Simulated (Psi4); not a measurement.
CH2F (SMILES [CH2]F), doublet, at a GFN2-xTB geometry; BLYP/cc-pVDZ (Psi4).

Here is a job for Psi4.
```
memory 2 GB

molecule {
0 2
C     0.00052334    0.46021569    0.46078947
F    -0.00116407   -0.45465534   -0.50735425
H    -0.95081668    0.65452567    0.91257266
H     0.95815328    0.67607827    0.88887881
}

set {
  basis cc-pvdz
  reference uks
}

energy('blyp')
print_variables()
```

Output, abridged:

```
   => Loading Basis Set <=

    Name: CC-PVDZ
    Role: ORBITAL
    Keyword: BASIS

         ---------------------------------------------------------
                                   SCF
               by Justin Turney, Rob Parrish, Andy Simmonett
                          and Daniel G. A. Smith
                              UKS Reference
         ---------------------------------------------------------

  ==> Geometry <==

    Molecular point group: c1
    Full point group: C1

    Geometry (in Angstrom), charge = 0, multiplicity = 2:

       Center              X                  Y                   Z               Mass
    ------------   -----------------  -----------------  -----------------  -----------------
         C            0.000779030569     0.513954054038     0.530271973291    12.000000000000
         F           -0.000908379431    -0.400916975962    -0.437871746709    18.998403162730
         H           -0.950560989431     0.708264034038     0.982055163291     1.007825032230
         H            0.958408970569     0.729816634038     0.958361313291     1.007825032230

  Running in c1 symmetry.

  Rotational constants: A =      9.00166  B =      1.04189  C =      0.93753 [cm^-1]
  Rotational constants: A = 269862.89097  B =  31235.06422  C =  28106.51031 [MHz]
  Nuclear repulsion =   32.336043407467749

  Charge       = 0
  Multiplicity = 2
  Electrons    = 17
  Nalpha       = 9
  Nbeta        = 8

  ==> Algorithm <==

  SCF Algorithm Type is DF.
  DIIS enabled.
  MOM disabled.
  Fractional occupation disabled.
  Guess Type is SAD.
  Energy threshold   = 1.00e-06
  Density threshold  = 1.00e-06
  Integral threshold = 1.00e-12

  ==> Primary Basis <==

  Basis Set: CC-PVDZ
    Blend: CC-PVDZ
    Number of shells: 18
    Number of basis functions: 38
    Number of Cartesian functions: 40
    Spherical Harmonics?: true
    Max angular momentum: 2

  ==> DFT Potential <==

   => LibXC <=

    Version 7.1.2
    S. Lehtola, C. Steigemann, M. J. T. Oliveira, and M. A. L. Marques,  SoftwareX 7, 1–5 (2018) (10.1016/j.softx.2017.11.002)

   => Composite Functional: BLYP <=

    BLYP GGA Exchange-Correlation Functional

    P.J. Stephens et. al., J. Phys. Chem., 98, 11623-11627, 1994
    B. Miehlich et. al., Chem. Phys. Lett., 157(3), 200-206 1989

    Deriv               =              1
    GGA                 =           TRUE
    Meta                =          FALSE

    Exchange Hybrid     =          FALSE
    MP2 Hybrid          =          FALSE

   => Exchange Functionals <=

    1.0000     XC_GGA_X_B88

   => Correlation Functionals <=

    1.0000     XC_GGA_C_LYP

   => LibXC Density Thresholds  <==

    XC_GGA_C_LYP:  1.00E-14
    XC_GGA_X_B88:  1.00E-15

   => Molecular Quadrature <=

    Radial Scheme          =       TREUTLER
    Pruning Scheme         =           NONE
    Nuclear Scheme         =       TREUTLER

    Blocking Scheme        =         OCTREE
    BS radius alpha        =              1
    Pruning alpha          =              1
    Radial Points          =             75
    Spherical Points       =            302
    Total Points           =          87574
    Total Blocks           =            695
    Max Points             =            256
    Max Functions          =             38
    Weights Tolerance      =       1.00E-15

   => Loading Basis Set <=

    Name: (CC-PVDZ AUX)
    Role: JKFIT
    Keyword: DF_BASIS_SCF

  ==> Integral Setup <==

  SCF_SUBTYPE=INCORE selected. In-core MEM_DF algorithm will be used.
  Using in-core AOs.

  ==> MemDFJK: Density-Fitted J/K Matrices <==

    J tasked:                   Yes
    K tasked:                    No
    wK tasked:                   No
    Algorithm:                 Core
    Schwarz Cutoff:           1E-12
    Mask sparsity (%):       0.0000
    Fitting Condition:        1E-10

   => Auxiliary Basis Set <=

  Basis Set: (CC-PVDZ AUX)
    Blend: CC-PVDZ-JKFIT
    Number of shells: 66
    Number of basis functions: 186
[...]
    Max angular momentum: 3

  Minimum eigenvalue in the overlap matrix is 2.5391628066E-02.
  Reciprocal condition number of the overlap matrix is 6.5867635672E-03.
    Using symmetric orthogonalization.

  ==> Pre-Iterations <==

  SCF Guess: Superposition of Atomic Densities via on-the-fly atomic UHF (no occupation information).

   -------------------------
    Irrep   Nso     Nmo
   -------------------------
     A         38      38
   -------------------------
    Total      38      38
   -------------------------

  ==> Iterations <==

                           Total Energy        Delta E     RMS |[F,P]|

   @DF-UKS iter SAD:  -138.72948056201113   -1.38729e+02   0.00000e+00
   @DF-UKS iter   1:  -138.93622651563126   -2.06746e-01   1.12587e-02 DIIS/ADIIS
   @DF-UKS iter   2:  -138.89356631590624    4.26602e-02   1.32876e-02 DIIS/ADIIS
   @DF-UKS iter   3:  -139.03588475126884   -1.42318e-01   3.14138e-03 DIIS/ADIIS
   @DF-UKS iter   4:  -139.03956180751140   -3.67706e-03   1.20174e-03 DIIS/ADIIS
   @DF-UKS iter   5:  -139.04026962022482   -7.07813e-04   1.22696e-04 DIIS/ADIIS
   @DF-UKS iter   6:  -139.04028106570530   -1.14455e-05   1.44583e-05 DIIS
   @DF-UKS iter   7:  -139.04028137337701   -3.07672e-07   4.71551e-06 DIIS
   @DF-UKS iter   8:  -139.04028139198769   -1.86107e-08   9.13523e-07 DIIS
  Energy and wave function converged.

  ==> Post-Iterations <==

   Electrons on quadrature grid:
      Nalpha   =    9.0000009301 ; deviation = 9.301e-07
      Nbeta    =    8.0000008793 ; deviation = 8.793e-07
      Ntotal   =   17.0000018094 ; deviation = 1.809e-06

   @Spin Contamination Metric:   2.546129558E-03
   @S^2 Expected:                7.500000000E-01
   @S^2 Observed:                7.525461296E-01
   @S   Expected:                5.000000000E-01
   @S   Observed:                5.000000000E-01

    Orbital Energies [Eh]
    ---------------------

    Alpha Occupied:

[...]
    Alpha Virtual:

[...]
    Beta Occupied:

[...]
    Beta Virtual:

[...]
    Final Occupation by Irrep:
              A
    DOCC [     8 ]
    SOCC [     1 ]
    NA   [     9 ]
    NB   [     8 ]

  @DF-UKS Final Energy:  -139.04028139198769

   => Energetics <=

    Nuclear Repulsion Energy =             32.3360434074677485
    One-Electron Energy =                -255.5530969188938570
    Two-Electron Energy =                 100.7559621826455754
    DFT Exchange-Correlation Energy =     -16.5791900632071432
    Empirical Dispersion Energy =           0.0000000000000000
    VV10 Nonlocal Energy =                  0.0000000000000000
    Total Energy =                       -139.0402813919876905

  UHF NO Occupations:
  HONO-2 :    7  A 1.9998150
  HONO-1 :    8  A 1.9991690
  HONO-0 :    9  A 1.0000000
  LUNO+0 :   10  A 0.0008310
  LUNO+1 :   11  A 0.0001850
  LUNO+2 :   12  A 0.0001788
  LUNO+3 :   13  A 0.0000681

Computation Completed

Properties will be evaluated at   0.000000,   0.000000,   0.000000 [a0]

Properties computed using the SCF density matrix

 Multipole Moments:

 ------------------------------------------------------------------------------------
     Multipole            Electronic (a.u.)      Nuclear  (a.u.)        Total (a.u.)
 ------------------------------------------------------------------------------------

 L = 1.  Multiply by 2.5417464519 to convert [e a0] to [Debye]
 Dipole X            :         -0.0060756            0.0082142            0.0021385
 Dipole Y            :         -1.5333557            1.7263635            0.1930077
 Dipole Z            :         -1.8842878            2.2321494            0.3478616
 Magnitude           :                                                    0.3978244

 ------------------------------------------------------------------------------------

  Variable Map:
  ----------------------------------------------------------------------------
[...]
  Array Variable Map:
  ----------------------------------------------------------------------------
[...]
[...]
```
